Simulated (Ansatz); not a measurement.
Start from `CC(O)[O][AlH2]` and change one atom or group to get `BNC(C)O`.

Ansatz, PBE0-D4/def2-TZVP geometries, multiplicity 1. Each molecule was computed in one conformer, which needn't be the lowest.

| property | `CC(O)[O][AlH2]` |
| --- | --- |
| LUMO energy (B3LYP/def2-TZVPP) / eV | -1.24 |
| HOMO energy (B3LYP/def2-TZVPP) / eV | -7.81 |
| HOMO energy (PBE0/def2-TZVPP) / eV | -8.01 |
| size of the dipole moment (PBE/def2-TZVPP) / D | 1.12 |
| HOMO–LUMO gap (PBE/def2-TZVPP) / eV | 4.78 |
| HOMO–LUMO gap (B3LYP/def2-TZVPP) / eV | 6.58 |

(1) What does the change do to each property? (Best estimate.)

Answers

(1) Computed: 
| property | `BNC(C)O` | shift |
| --- | --- | --- |
| LUMO energy (B3LYP/def2-TZVPP) / eV | -0.27 | 0.97 |
| HOMO energy (B3LYP/def2-TZVPP) / eV | -7.85 | -0.04 |
| HOMO energy (PBE0/def2-TZVPP) / eV | -8.09 | -0.08 |
| size of the dipole moment (PBE/def2-TZVPP) / D | 0.64 | -0.48 |
| HOMO–LUMO gap (PBE/def2-TZVPP) / eV | 5.63 | 0.85 |
| HOMO–LUMO gap (B3LYP/def2-TZVPP) / eV | 7.59 | 1.01 |

With PBE0 the HOMO falls by 0.08 eV and the LUMO rises by 0.99 eV, so the gap widens by about 1.07 eV. PBE moves the HOMO by -0.03 eV and ωB97M-V by -0.13 eV. Dipoles are sizes alone; their direction can turn.

B3LYP here is the variant with VWN-RPA as its local correlation; programs differ in this.
